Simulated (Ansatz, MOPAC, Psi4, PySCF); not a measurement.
System: BNH$_{2}$F$_{2}$, net charge 0, singlet state. SMILES: NB(F)F
Coordinates optimised at B3LYP-D3(BJ)/def2-TZVP (Ansatz, a quantum-chemistry and plane-wave program):
```
B
F 1 1.3346
F 1 1.3346 2 117.54
N 1 1.3941 2 121.23 3 -180.00
H 4 1.0045 1 122.46 2 0.00
H 4 1.0045 5 115.08 1 180.00
```

Wanted: vertical ionisation energy to the doublet, in eV. Set-up: frozen cores in correlated levels; 6-31G* and kin with 6d, 5d where marked; each state is the SCF solution reached for its charge and spin; non-relativistic; 6-311+G** with 5d; spin-orbit terms left out; open shells spin-unrestricted; PM7 with its own dispersion and hydrogen-bond terms; no dispersion term unless named. Ab initio and DFT rows: single points at B3LYP-D3(BJ) geometries (Ansatz). Semi-empirical rows: differences of heats of formation at the shared geometry for vertical values.

```tsv
level	program	vertical ionisation energy to the doublet (eV)
AM1	MOPAC	10.50
PM3	MOPAC	10.76
PM6	MOPAC	10.53
PM7	MOPAC	10.45
MNDO	MOPAC	11.19
HF/6-31G*	Ansatz	10.02
HF/6-311+G**	Ansatz	10.24
PBE/6-311+G**	Ansatz	11.38
B3LYP/STO-3G	Ansatz	8.44
B3LYP/6-31G*	Ansatz	11.13
B3LYP/6-311+G**	Ansatz	11.56
M06-2X/6-31G* (5d)	PySCF	11.35
wB97X-D/6-31G*	Psi4	11.22
MP2/6-311+G**	Ansatz	11.46
PBE/def2-TZVPD	Ansatz	11.33
wB97X-V/def2-TZVPD	Ansatz	11.52
```

No value to compare with is used here. The 14 habitual levels span 8.44 (B3LYP/STO-3G) to 11.56 eV (B3LYP/6-311+G**); wB97X-V/def2-TZVPD gives 11.52.

The levels are drawn from those run, B3LYP/6-31G* more often than the rest, none by its result; runs whose electronic state is in doubt are left out.
